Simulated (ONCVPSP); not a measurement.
## V, ONCV: configuration errors across variants

```
Element                 : V
Generator               : ONCVPSP 4.0.1
Type                    : optimised norm-conserving Vanderbilt (ONCV)
Functional              : PBE
Relativity              : scalar-relativistic
Frozen core             : [Ne]
Valence charge          : 13
Reference configuration : 3s2 3p6 3d3 4s1 (charge +1)
Partial waves           : 3s+4s: rc 1.70 bohr, ncon 4, nbas 7, qcut 7.1 1/bohr, 2 projectors; 3p: rc 1.10 bohr, ncon 5, nbas 8, qcut 6.1 1/bohr, 1 projector; 3d: rc 2.05 bohr, ncon 5, nbas 10, qcut 9.1 1/bohr, 2 projectors, debl 2.8 Ha
Local potential         : polynomial inside 1.00 bohr (lpopt 5, dvloc0 2 Ha)
Core correction         : Teter function, fcfact 2.25, rcfact 1.25
```

All-electron excitation energies from the reference (eV): (1) 3s2 3p6 3d3 4s2 -7.735; (2) 3s2 3p6 3d3 4s0 14.296; (3) 3s2 3p6 3d2 4s0 43.193; (4) 3s2 3p6 3d3 4s1 4p1 -4.388.

Errors AE − PS in meV (a dash: test not solved or not reliable):

```tsv
change	(1)	(2)	(3)	(4)	bound ghosts	GHOST(+) flags above zero
base	+1.2	-1.1	+78	+5.4	none	none
d: qcut 5.7	+1.9	-2.0	+193	+5.6	none	none
d: qcut 6.8	+1.6	-1.4	+137	+5.5	none	none
d: qcut 8.1	+1.4	-1.1	+97	+5.4	none	none
d: qcut 10.6	+1.1	-1.1	+63	+5.4	none	none
d: qcut 11.8	+1.1	-1.1	+60	+5.4	none	none
d: qcut 13.4	+1.0	-1.1	+56	+5.4	none	none
```

(1) Give the same row for: d: qcut 9.2.

## Answers

(1) +1.2, -1.1, +77, +5.4; bound ghosts: none; GHOST(+) flags above zero: none.
